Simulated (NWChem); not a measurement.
Species: HSeOI; SMILES [Se](O)I

```xyz
4

Se     0.3835     1.3213     0.0018
I     -0.0231    -1.1851     0.0045
O     -1.2762     1.9829     0.0677
H     -1.6058     2.0201    -0.8416
```
Atoms are numbered in this order, from 1.

Program: NWChem. Geometry: optimised at PBE0/def2-SVP. def2 effective core potentials on I; no spin-orbit coupling.

**Question.** Predict the results for TPSS/def2-SVP (core potentials). Quantities: highest occupied level (eV); orbital gap (eV); dipole (D).

**Answer.** 
```
Item                         Result
---------------------------  ------
highest occupied level (eV)   -5.46
orbital gap (eV)               2.15
dipole (D)                     1.58
```
